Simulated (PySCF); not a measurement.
Atoms are numbered as in `[CH3:1][O:2]/[CH:3]=[C:4](/[CH3:5])[O:6][SiH2:7][CH2:8][F:9]`. Each H is labelled by its parent atom.

All values are calculated (PySCF 2.14): GIAO PBE0/pcSseg-1 shieldings, GFN2-xTB geometry. Fast rotation and ring inversion assumed for equivalent nuclei, relativity neglected, one conformer, in vacuum.

Problem. Predict the 2D correlation tables (HSQC, COSY, HMBC).

Solution. 

HSQC (one-bond C–H):
```
          δH          δC
5.53 (H(C3))  132.9 (C3)
4.80 (H(C8))   78.6 (C8)
3.60 (H(C1))   60.4 (C1)
1.70 (H(C5))   19.6 (C5)
```

COSY cross peaks (H two or three bonds apart, from the bond graph; peaks can be absent where the dihedral angle is near 90°):
```
           δH            δH
5.24 (H(Si7))  4.80 (H(C8))
```

HMBC (two and three bonds, from the bond graph):
```
           δH                                δC
 5.53 (H(C3))  144.6 (C4), 60.4 (C1), 19.6 (C5)
5.24 (H(Si7))             144.6 (C4), 78.6 (C8)
 3.60 (H(C1))                        132.9 (C3)
 1.70 (H(C5))            144.6 (C4), 132.9 (C3)
```

Chemical shifts δ = σref − σ; 1H, 13C against TMS, all at this level.

Short H···H contacts in this conformer between protons four or more bonds apart (candidates for NOE cross peaks, intensity ∝ r⁻⁶): H(C1)···H(C3) 2.43 Å, H(C3)···H(C5) 2.46 Å.

Shifts are as computed. Against solution values, carbons near 30 ppm lie about +3 ppm off and those near 130 ppm about +5 ppm. Of 1211 compounds with measured shifts, 218 miss one by over three times the rms of a fit or turn the order of signals round; such compounds aren't used in these exercises.
